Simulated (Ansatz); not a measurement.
Spectroscopic constants of BeF, multiplicity 2 (lowest of 2S+1 = 2, 4 at CCSD(T)/def2-TZVPP on PBE0 minima; our sources give no spin for the ground state, which may be another).

D_e counts from the fitted minimum to each atom's lowest state at the same level, without counterpoise.

Correlated levels freeze the inner cores; with def2 sets outer-core shells near the valence are correlated too.

Programs: Ansatz (a quantum-chemistry and plane-wave program) with Gaussian orbitals. Values without a source in brackets are computed.

```csv
level,bond energy D_e (kcal/mol)
r2SCAN/def2-TZVPP,[?]
B3LYP/def2-TZVPP,137.32
PBE0/def2-TZVPP,136.60
CAM-B3LYP/def2-TZVPP,139.03
wB97X-V/def2-TZVPP,134.62
CCSD/aug-cc-pVTZ,129.65
CCSD/def2-TZVPP,[?]
CCSD/def2-QZVPP,131.02
CCSD(T)/def2-QZVPP,133.91
```

Problem. Some entries are withheld; supply them.

Solution. 
- r2SCAN/def2-TZVPP, bond energy D_e (kcal/mol): 142.25
- CCSD/def2-TZVPP, bond energy D_e (kcal/mol): 123.31
